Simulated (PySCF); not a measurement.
**A thermochemical cycle for AsO**

PBE in PySCF with def2-TZVPPD on every atom, for the lowest determinant that a PBE0 search found; no spin–orbit coupling. AsO, a doublet (π ↑), has De = 5.55 eV to neutral atoms, and AsO⁺, a singlet (closed shell), has De = 7.15 eV to As⁺ + O.

At the same level the As atom ionises at 9.90 eV.

**Question.** What is the adiabatic ionisation energy of the molecule, and does ionisation strengthen or weaken the bond?

**Answer.** IE = IE(As) + De(neutral) − De(ion) = 9.90 + 5.55 − 7.15 = 8.30 eV. De changes by +1.60 eV, so ionisation strengthens the bond.

For an ion De counts to the pair picked by the measured ionisation energies or electron affinities, which need not be the lowest pair at this level. States were picked by a PBE0 search and need not be the measured ground states.
